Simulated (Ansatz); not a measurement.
One change: `F[SiH2]C(F)S` becomes `F[CH](S)[AlH][SiH3]`.

Ansatz, PBE0-D4/def2-TZVP geometries, multiplicity 1. Each molecule was computed in one conformer, which needn't be the lowest.

```csv
property,`F[SiH2]C(F)S`
HOMO–LUMO gap (PBE0/def2-TZVPP) / eV,7.40
HOMO energy (B3LYP/def2-TZVPP) / eV,-7.48
HOMO–LUMO gap (B3LYP/def2-TZVPP) / eV,6.94
size of the dipole moment (PBE/def2-TZVPP) / D,0.56
LUMO energy (ωB97M-V/def2-TZVPP) / eV,1.49
size of the dipole moment (ωB97M-V/def2-TZVPP) / D,0.64
```

(1) What does the change do to each property? (Estimate.)

Answers

(1) Ansatz gave: 
| property | `F[CH](S)[AlH][SiH3]` | shift |
| --- | --- | --- |
| HOMO–LUMO gap (PBE0/def2-TZVPP) / eV | 6.23 | -1.17 |
| HOMO energy (B3LYP/def2-TZVPP) / eV | -7.20 | 0.28 |
| HOMO–LUMO gap (B3LYP/def2-TZVPP) / eV | 5.87 | -1.07 |
| size of the dipole moment (PBE/def2-TZVPP) / D | 0.82 | 0.26 |
| LUMO energy (ωB97M-V/def2-TZVPP) / eV | 0.44 | -1.05 |
| size of the dipole moment (ωB97M-V/def2-TZVPP) / D | 0.87 | 0.23 |

With PBE0 the HOMO rises by 0.31 eV and the LUMO falls by 0.87 eV, so the gap narrows by about 1.18 eV. PBE moves the HOMO by 0.29 eV and ωB97M-V by 0.40 eV. Dipoles are sizes alone; their direction can turn.

B3LYP here is the variant with VWN-RPA as its local correlation; programs differ in this.
